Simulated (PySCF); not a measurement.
Species: C6H11Cl.
Cartesian coordinates in Å at the PBE0-D3(BJ)/def2-SVP level; atoms count from 1:
```xyz
18
C6H11Cl angstrom
Cl     2.3925    2.3017   -1.4887
C      2.5335    1.1040   -0.1576
C      1.1970    0.5130    0.2441
C      0.1563    1.5412    0.7479
C     -1.1903    1.1218    0.1276
C     -0.9694   -0.3028   -0.3860
C      0.4797   -0.2777   -0.8554
H      3.2237    0.3266   -0.5137
H      3.0065    1.6331    0.6813
H      1.4303   -0.1864    1.0678
H      0.1176    1.5464    1.8477
H      0.4360    2.5576    0.4328
H     -1.4297    1.7810   -0.7221
H     -2.0296    1.1971    0.8349
H     -1.0838   -1.0285    0.4380
H     -1.6797   -0.5940   -1.1746
H      0.5571    0.2744   -1.8071
H      0.9157   -1.2763   -1.0141
```

Linear response at PBE0/def2-SVPD (PySCF, frozen core in the response, non-relativistic).

Static isotropic polarisability: 82.95 au (12.29 Å³), principal values 77.6, 79.4, 91.9 au.

**Question.** What is the polarisability at 1064 nm and at the sodium D line?

**Answer.** 83.50 au at 1064 nm (+0.7 %), 84.78 au at 589.3 nm (+2.2 %). The rise at 589.3 nm is 3.33 times that at 1064 nm; a pure ω² law gives 3.26. The lowest singlet lies at 170 nm, shorter than both wavelengths.

**Question.** What is the isotropic C6 coefficient between two such molecules, C6 = (3/π)∫α(iω)² dω?

**Answer.** 3059 au (Eh·bohr⁶) by a ten-point quadrature over imaginary frequencies, which is 1830 eV·Å⁶ or 176 J·nm⁶/mol.

**Question.** Which effective excitation energy ω̄ makes London's formula C6 = (3/4)α²ω̄ exact here?

**Answer.** ω̄ = 4·C6/(3α²) = 0.593 Eh = 16.1 eV. A one-pole form α(ω) = α/(1 − ω²/ω̄²) fitted to the 1064 nm value gives 14.4 eV.

**Question.** The lowest 6 singlets have (eV, f): 7.28, 0.005; 7.44, 0.009; 7.83, 0.001; 8.02, 0.033; 8.34, 0.005; 8.40, 0.009. What share of the static polarisability do they carry in the sum over states α = Σ f/ω²?

**Answer.** 0.73 au, 0.9 % of α; the largest term, 0.38 au, is that of the state at 8.02 eV. Their oscillator strengths add up to 0.06. Higher states carry the rest.

**Question.** What molar refraction at the D line follows from R = (4π/3)·N_A·α′, with α′ the polarisability volume?

**Answer.** α′ = 12.56 Å³ gives R = 31.69 cm³/mol, for isolated, non-vibrating species.

**Question.** What three-body coefficient follows from the one-pole estimate C9 = (3/4)·α·C6?

**Answer.** 190000 au. This is an estimate from the two numbers above, not a computed integral.

Rough CPU time on one thread of a shared machine: about 70 s. This is the whole response run at PBE0/def2-SVPD, SCF included.

One conformer stands for the species.
